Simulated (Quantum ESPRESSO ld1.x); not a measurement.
Neutral dysprosium, 66 electrons, occupied as [Xe] 4f9 6s2 6p1 (not the ground configuration).

Method: Dirac Kohn-Sham, BLYP, spin-unpolarised, spherical densities, point nucleus; open shells fill j = l - 1/2 first; computed with ld1.x of Quantum ESPRESSO 7.5.

Energy parts (eV):
| part | energy |
|---|---|
| total | -331134 |
| kinetic | 363328 |
| electron-nucleus | -815992 |
| Hartree | 128737 |
| exchange-correlation | -7207 |

Orbitals (lengths in bohr, moments of r in powers of bohr; r(max) is where P^2 peaks; r(90%) holds 90 % of the orbital's charge):
orbital  occ.  eigenvalue (eV)  r(90%)   <1/r>  r(max)      <r>  small-component weight
1s1/2       2       -53617.778  0.0382   74.60   0.013  0.02111                6.08e-02
2s1/2       2        -8931.712   0.139   17.87   0.076  0.08921                1.35e-02
2p1/2       2        -8494.701   0.123   17.84   0.058  0.07437                1.35e-02
2p3/2       4        -7694.204   0.132   15.62   0.063  0.08143                1.25e-02
3s1/2       2        -1995.863   0.344   6.525   0.216   0.2341                4.31e-03
3p1/2       2        -1805.347   0.336   6.440   0.202   0.2238                4.25e-03
3p3/2       4        -1639.156   0.355   5.875   0.216   0.2372                3.96e-03
3d3/2       4        -1311.812   0.327   5.757   0.171   0.2097                3.84e-03
3d5/2       6        -1275.527   0.333   5.618   0.174   0.2138                3.75e-03
4s1/2       2         -402.537   0.761   2.731   0.496   0.5294                1.38e-03
4p1/2       2         -327.390   0.786   2.623   0.496   0.5397                1.30e-03
4p3/2       4         -290.096   0.830   2.430   0.524   0.5702                1.19e-03
4d3/2       4         -166.355   0.905   2.211   0.528   0.6017                1.02e-03
4d5/2       6         -159.583   0.921   2.163   0.537   0.6125                9.92e-04
5s1/2       2          -55.502    1.84   1.044    1.15    1.280                2.93e-04
5p1/2       2          -34.716    2.10  0.9223    1.24    1.432                2.33e-04
5p3/2       4          -29.653    2.25  0.8538    1.33    1.531                2.06e-04
4f5/2       6          -12.316    1.39   1.624   0.533   0.8087                6.03e-04
4f7/2       3          -11.376    1.41   1.603   0.537   0.8219                5.90e-04
6s1/2       2           -5.331    5.38  0.3466    3.12    3.654                3.70e-05
6p1/2       1           -2.149    7.31  0.2605    3.97    4.843                2.05e-05
6p3/2       0           -1.801    7.89  0.2410    4.26    5.222                1.77e-05

The highest occupied level is 6p1/2 at -2.149 eV. The density falls to 0.001 e/bohr^3 at r = 5.42 bohr.
